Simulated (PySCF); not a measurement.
SiBr₂Cl₂, SMILES Cl[Si](Cl)(Br)Br. Atoms are numbered in the order given.

```xyz
5

Cl     0.0000    -1.6704    -1.6018
Si     0.0000     0.0000    -0.4105
Cl     0.0000     1.6704    -1.6018
Br     1.8106     0.0000     0.8601
Br    -1.8106     0.0000     0.8601
```
Charge 0, spin multiplicity 1.

Geometry: B3LYP-D3(BJ)/def2-SVP.

Two levels are set side by side: PBE/pcSseg-1 (PySCF) and KT2/pcSseg-1 (PySCF). GIAO shifts against HCl (³⁵Cl), TMS (²⁹Si) at the same level; non-relativistic, no solvent, atoms listed together averaged. Without spin–orbit terms, shifts of atoms bonded to Cl or Br come out too high at both levels. Differences are taken from unrounded values.

| quantity | KT2 |
|---|---|
| δ(³⁵Cl) of Cl1, Cl3 (ppm) | 285.6 |
| δ(²⁹Si) of Si2 (ppm) | 40.6 |

Task: What does PBE give, and how far is it from KT2? (An estimate is asked for; the answer gives what the named calculation found.)

Result: 
| quantity | PBE | PBE minus KT2 |
|---|---|---|
| δ(³⁵Cl) of Cl1, Cl3 (ppm) | 285.6 | 0.0 |
| δ(²⁹Si) of Si2 (ppm) | 43.5 | 2.8 |

Rough cost on one machine, each run with all the roots and properties that it gave: KT2 against PBE within a factor of 2.
